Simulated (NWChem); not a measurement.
System meant: ZnF cation; SMILES [F][Zn+]

Here is an NWChem input.

```
start job
memory heap 200 mb stack 900 mb global 1100 mb
charge 1
geometry units angstroms noautoz
  Zn     0.000000     0.000000    -0.392321
  F      0.000000     0.000000     1.326688
end
basis spherical
  * library def2-svp
end
dft
  odft
  mult 2
  xc pbe0
  iterations 150
  mulliken
end
task dft energy
```

End of the output:

```
 Summary of "ao basis" -> "" (spherical)
 ------------------------------------------------------------------------------
       Tag                 Description            Shells   Functions and Types
 ---------------- ------------------------------  ------  ---------------------
 *                          def2-svp                  on all atoms

                                 NWChem DFT Module
                                 -----------------

 Summary of "ao basis" -> "ao basis" (spherical)
 ------------------------------------------------------------------------------
       Tag                 Description            Shells   Functions and Types
 ---------------- ------------------------------  ------  ---------------------
 Zn                         def2-svp                11       31   5s3p2d1f
 F                          def2-svp                 6       14   3s2p1d

 Summary of "ao basis" -> "ao basis" (spherical)
 ------------------------------------------------------------------------------
       Tag                 Description            Shells   Functions and Types
 ---------------- ------------------------------  ------  ---------------------
 Zn                         def2-svp                11       31   5s3p2d1f
 F                          def2-svp                 6       14   3s2p1d

      Symmetry analysis of basis
      --------------------------

        a1         17
        a2          0
        b1          4
        b2          4
        e          20

  number of electrons :                   38
  multiplicity        :                    2
 ------------------------------------------------------------------------
  no. of electrons and multiplicity not compatible                  38
 ------------------------------------------------------------------------
 ------------------------------------------------------------------------
  current input line :
    18: task dft energy
 ------------------------------------------------------------------------
 ------------------------------------------------------------------------
 There is an error in the input file
 ------------------------------------------------------------------------
 For more information see the NWChem manual at https://nwchemgit.github.io

0: no. of electrons and multiplicity not compatible:Received an Error in Communication
```

Question: Can this run be used? If not, why, and what is the fix?

Answer: The input was rejected before any calculation. Cause: the multiplicity doesn't fit the number of electrons (an even count wants an odd multiplicity, and the reverse). This input runs:
```
start job
memory heap 200 mb stack 900 mb global 1100 mb
charge 1
geometry units angstroms noautoz
  Zn     0.000000     0.000000    -0.392321
  F      0.000000     0.000000     1.326688
end
basis spherical
  * library def2-svp
end
dft
  xc pbe0
  iterations 150
  mulliken
end
task dft energy
```
It converges to -1878.20685 Ha (PBE0/def2-SVP).
